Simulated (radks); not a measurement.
Values are calculated unless marked as measured or tabulated.
Q: The mean radii <r> (bohr) of the occupied orbitals of an atom or ion are listed with their occupations. Code: a radial shooting solver on a logarithmic mesh with Libxc functionals. Model: non-relativistic Kohn-Sham, exchange-only LDA, spin-polarised, spherical densities, point nucleus.

orbital  occ.      <r>
1s up       1  0.05299
1s down     1  0.05299
2s up       1   0.2393
2s down     1   0.2389
2p up       3   0.2083
2p down     3   0.2078
3s up       1   0.7022
3s down     1   0.7051
3p up       3   0.7189
3p down     3   0.7230
3d up       5   0.7657
3d down     1   0.7762
4p up       1    2.054

Name the element and its charge. Open shells, if any, are filled with parallel spins first.

A: Z = 29, copper, charge +4: Cu4+ in [Ar] 3d6 4p1. The 1s radius gives Z: for a bare nucleus <r> = 1.5/Z, 0.05172 bohr for Z = 29, and screening makes it slightly larger (0.05299 here). The occupations add up to 25, and the charge is Z minus that.
